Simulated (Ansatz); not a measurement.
Total energies of Sr₄Te₄ (the lowest singlet isomer of a short search) from Ansatz at PBE0-D4/def2-SVP, gas phase (1 Eh = 27.2114 eV = 2625.5 kJ/mol). The reference geometry is relaxed at r2SCAN-D4/def2-SVP.

Cartesian coordinates in Å:
```
Sr 1.767 -2.968 -1.102
Sr 0.976 -0.694 3.472
Sr -0.978 0.693 -3.472
Sr -1.765 2.970 1.101
Te -2.057 3.073 -1.922
Te 2.357 -2.880 1.878
Te 0.496 -1.956 -3.670
Te -0.797 1.761 3.716
```

```json
{"state": "charge 0 singlet", "geometry": "reference", "energy (Eh)": "-1195.36400"}
{"state": "charge 1 doublet", "geometry": "reference", "energy (Eh)": "-1195.13226"}
{"state": "charge -1 doublet", "geometry": "reference", "energy (Eh)": "-1195.40524"}
{"state": "free Sr atom (singlet)", "geometry": "–", "energy (Eh)": "-30.66764"}
{"state": "free Te atom (triplet)", "geometry": "–", "energy (Eh)": "-267.98598"}
```

In the def2 sets Sr, Te take a core potential; there is no spin–orbit coupling.

**Question.** Work out the vertical ionisation energy to the doublet.

**Answer.** E(charge 1 doublet) − E(charge 0 singlet) = -1195.13226 − (-1195.36400) = 0.23174 Eh = 6.31 eV. For comparison, −ε of the highest occupied level is 5.21 eV at this level, 1.10 eV less.

**Question.** Work out the vertical electron affinity, to the doublet.

**Answer.** E(charge 0 singlet) − E(charge -1 doublet) = -1195.36400 − (-1195.40524) = 0.04124 Eh = 1.12 eV. The basis lacks diffuse functions, which makes affinities too small.

**Question.** Give the fundamental gap IE − EA, the Mulliken electronegativity (IE + EA)/2 and the hardness (IE − EA)/2.

**Answer.** From the values in Eh: IE − EA = 0.23174 − 0.04124 = 0.19050 Eh = 5.18 eV; (IE + EA)/2 = 3.71 eV; (IE − EA)/2 = 2.59 eV. The HOMO–LUMO gap of the same run is 3.25 eV, 1.93 eV smaller than the fundamental gap.

**Question.** What is the binding energy per atom against free atoms?

**Answer.** Atoms: 4 × (-30.66764) + 4 × (-267.98598) = -1194.61448 Eh. Binding: -1194.61448 − (-1195.36400) = 0.74952 Eh = 20.40 eV, or 2.55 eV for each of 8 atoms (no zero-point energy, no counterpoise term).

The structure comes from a short search, and lower isomers may exist.
